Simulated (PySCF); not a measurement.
Isomers of C4H9FO3Si, mass 152.030 u with the commonest isotopes. Method: PBE0/pcSseg-1 in PySCF (dipole) on a GFN2-xTB geometry, gas phase. One conformer each, none proved a minimum here; rigid rotors.

Question: Order these by rotational constant C, largest first.
A. `[CH3:1][O:2][Si:3]([OH:4])(/[CH:5]=[CH:6]/[F:7])[O:8][CH3:9]` with C1–O2–Si3–O4 54°, O2–Si3–O4–H 144°, O2–Si3–C5–C6 117°, O2–Si3–O8–C9 57°
B. `[OH:1][CH2:2][C@@H:3]1[O:4][C@@H:5]([F:6])[CH2:7][O:8][SiH2:9]1` with H–O1–C2–C3 51°, O1–C2–C3–O4 -65°, C2–C3–O4–C5 178°, C3–O4–C5–F6 -55°, O4–C5–C7–O8 -51°, C5–C7–O8–Si9 36°
C. `[CH3:1][O:2][C:3](=[O:4])[O:5][SiH2:6][C@@H:7]([CH3:8])[F:9]` with C1–O2–C3–O4 0°, O2–C3–O5–Si6 179°, C3–O5–Si6–C7 179°, O5–Si6–C7–C8 63°
D. `[CH3:1][O:2][C@@:3]1([O:4][SiH2:5][OH:6])[CH2:7][C@@H:8]1[F:9]` with C1–O2–C3–O4 -67°, O2–C3–O4–Si5 -56°, C3–O4–Si5–O6 -175°, O4–Si5–O6–H 40°

Answer: B (825.1 MHz), D (781.8 MHz), A (727.6 MHz), C (524.6 MHz).

Question: Order these by rotational constant B, smallest first.
A. `[CH3:1][O:2][C@@:3]1([O:4][SiH2:5][OH:6])[CH2:7][C@@H:8]1[F:9]` with C1–O2–C3–O4 -67°, O2–C3–O4–Si5 -56°, C3–O4–Si5–O6 -175°, O4–Si5–O6–H 40°
B. `[CH3:1][O:2][Si:3]([OH:4])(/[CH:5]=[CH:6]/[F:7])[O:8][CH3:9]` with C1–O2–Si3–O4 54°, O2–Si3–O4–H 144°, O2–Si3–C5–C6 117°, O2–Si3–O8–C9 57°
C. `[CH3:1][O:2][C:3](=[O:4])[O:5][SiH2:6][C@@H:7]([CH3:8])[F:9]` with C1–O2–C3–O4 0°, O2–C3–O5–Si6 179°, C3–O5–Si6–C7 179°, O5–Si6–C7–C8 63°

Answer: C (579.9 MHz), B (886.2 MHz), A (1123 MHz).

Question: Order these by dipole moment, largest first.
A. `[CH3:1][O:2][C@@:3]1([O:4][SiH2:5][OH:6])[CH2:7][C@@H:8]1[F:9]` with C1–O2–C3–O4 -67°, O2–C3–O4–Si5 -56°, C3–O4–Si5–O6 -175°, O4–Si5–O6–H 40°
B. `[OH:1][CH2:2][C@@H:3]1[O:4][C@@H:5]([F:6])[CH2:7][O:8][SiH2:9]1` with H–O1–C2–C3 51°, O1–C2–C3–O4 -65°, C2–C3–O4–C5 178°, C3–O4–C5–F6 -55°, O4–C5–C7–O8 -51°, C5–C7–O8–Si9 36°
C. `[CH3:1][O:2][Si:3]([OH:4])(/[CH:5]=[CH:6]/[F:7])[O:8][CH3:9]` with C1–O2–Si3–O4 54°, O2–Si3–O4–H 144°, O2–Si3–C5–C6 117°, O2–Si3–O8–C9 57°
D. `[CH3:1][O:2][C:3](=[O:4])[O:5][SiH2:6][C@@H:7]([CH3:8])[F:9]` with C1–O2–C3–O4 0°, O2–C3–O5–Si6 179°, C3–O5–Si6–C7 179°, O5–Si6–C7–C8 63°

Answer: D (2.66 D), A (2.20 D), B (2.04 D), C (0.75 D).

| SMILES | point group | Ia (u·Å²) | Ib (u·Å²) | Ic (u·Å²) | κ | μa (D) | μb (D) | μc (D) |
| --- | --- | --- | --- | --- | --- | --- | --- | --- |
| CO[Si](O)(/C=C/F)OC | C1 | 322.84 | 570.28 | 694.55 | -0.62 | 0.73 | 0.16 | 0.00 |
| CO[C@@]1(O[SiH2]O)C[C@@H]1F | C1 | 294.88 | 450.03 | 646.42 | -0.27 | 1.62 | 0.96 | 1.14 |
| COC(=O)O[SiH2][C@@H](C)F | C1 | 130.10 | 871.51 | 963.45 | -0.97 | 1.97 | 1.78 | 0.19 |
| OC[C@@H]1O[C@@H](F)CO[SiH2]1 | C1 | 252.64 | 443.71 | 612.51 | -0.47 | 1.19 | 0.37 | 1.61 |
